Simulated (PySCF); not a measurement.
Computed with CAM-B3LYP-D3(BJ)/def2-TZVP (PySCF). Isolated molecules, 0 K electronic values unless said otherwise. One relaxed conformer stands for a flexible species; it need not be the lowest. Delta-SCF ions had no search for a lower state. Excitations are Tamm–Dancoff values on a coarser integration grid. The basis has no diffuse functions, so Rydberg states are missing or too high.

Reference species (SMILES): `NB(O)O` (O–B–O–H torsion 0°, O–B–O–H torsion 180°) (neutral, multiplicity 1).

The vertical ionisation energy (Delta-SCF) is 10.28 eV. The S1 excitation (TDA) is 6.75 eV.

Changed species: `NB(N)O` (N–B–O–H torsion 180°) (2 of 3 OH replaced by NH2; the reference has 1 of 3 OH replaced by NH2).

Problem. Predict the effect on the vertical ionisation energy (Delta-SCF) and S1 excitation (TDA).

Solution. the vertical ionisation energy (Delta-SCF) falls by 0.93 eV, to 9.35 eV; the S1 excitation (TDA) falls by 0.50 eV, to 6.25 eV.
